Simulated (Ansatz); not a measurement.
Z-matrix (Å, degrees):
```
Si
C 1 1.871
H 1 1.489 2 108.7
H 1 1.489 2 108.8 3 117.3
H 1 1.480 2 109.8 3 -121.3
Se 2 1.754 1 124.0 3 120.7
H 2 1.091 1 118.4 3 -59.2
```

Total charge 0; spin multiplicity 1.

Task: List the PBE0/def2-TZVPP orbital energies in eV (Ansatz). (Best estimate.)

Result: The calculation gave: Occupied: -12361.63, -1802.80, -1584.44, -1421.48, -1421.44, -1421.37, -280.08, -214.86, -158.47, -158.38, -158.11, -145.17, -99.82, -99.81, -99.81, -58.51, -58.48, -58.26, -58.18, -58.14, -21.55, -16.94, -14.83, -11.71, -10.31, -10.25, -9.83, -8.51, -6.32. Lowest empty: -3.05, 0.31, 1.01, 1.39, 1.79, 2.16, 2.37, 3.94.
